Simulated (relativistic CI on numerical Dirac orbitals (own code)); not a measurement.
Re6+: resonant inelastic scattering at the N6,7 edge

Computed with this model: Dirac-Coulomb-Breit CI, orbitals from a KLI potential per configuration, a model potential for QED, Kramers-Heisenberg scattering through one core-hole configuration in a parametric crystal field, unscaled Slater integrals; configurations [Xe] 4f14 5d → [Xe] 4f13 5d2; 300 K; core-hole width 0.3 eV; summed over polarisations. Incident energies are the highest absorption maxima for each field (at most a few, so the weaker spin-orbit partner edge can be absent), on the computed scale of the free ion. Intensities are in per cent of the strongest line above 0.02 eV; levels within 1 cm⁻¹ are merged; final levels count from the ground level, the first row holds all elastic scattering, lines under 0.4 are left out and each table stops after 24 rows. The scale of the Slater integrals is a model choice and moves the terms in proportion.

Field parameters in Wybourne normalisation: D4h B²₀ = −7Ds, B⁴₀ = 21(Dq − Dt), B⁴₄ = 21√(5/14) Dq. The field is a parameter set, without covalency, and values of 10Dq over about 45,000 cm⁻¹ lie beyond real compounds.

S is read from ⟨S²⟩ = S(S + 1).

D4h, 10Dq = 78250, Ds = 1860, Dt = -10 cm⁻¹:

| Final level (eV) | Degeneracy | Irrep | S | 45.8 eV | 55.4 eV | 56.2 eV |
| --- | --- | --- | --- | --- | --- | --- |
| 0.000 | 2 | Γ6 | 0.50 | 708.0 | 629.0 | 203.2 |
| 0.318 | 2 | Γ7 | 0.50 | 100.0 | 12.8 | 22.5 |
| 1.191 | 2 | Γ7 | 0.50 | 30.5 | 17.7 | 22.5 |

D4h, 10Dq = 24650, Ds = 460, Dt = -790 cm⁻¹:

| Final level (eV) | Degeneracy | Irrep | S | 50 eV | 51.4 eV | 51.9 eV |
| --- | --- | --- | --- | --- | --- | --- |
| 0.000 | 2 | Γ6 | 0.50 | 832.3 | 1483.6 | 2015.8 |
| 0.302 | 2 | Γ7 | 0.50 | 83.6 | 98.7 | 71.8 |
| 1.201 | 2 | Γ7 | 0.50 | 70.0 | 100.0 | 58.7 |
| 4.174 | 2 | Γ7 | 0.50 | 9.4 | 28.8 | 47.6 |
| 4.418 | 2 | Γ6 | 0.50 | 33.6 | 55.2 | 98.1 |

For the first field the strongest loss at the lowest incident energy is the level at 0.32 eV (S = 0.50, against 0.50 in the thermal ground state).
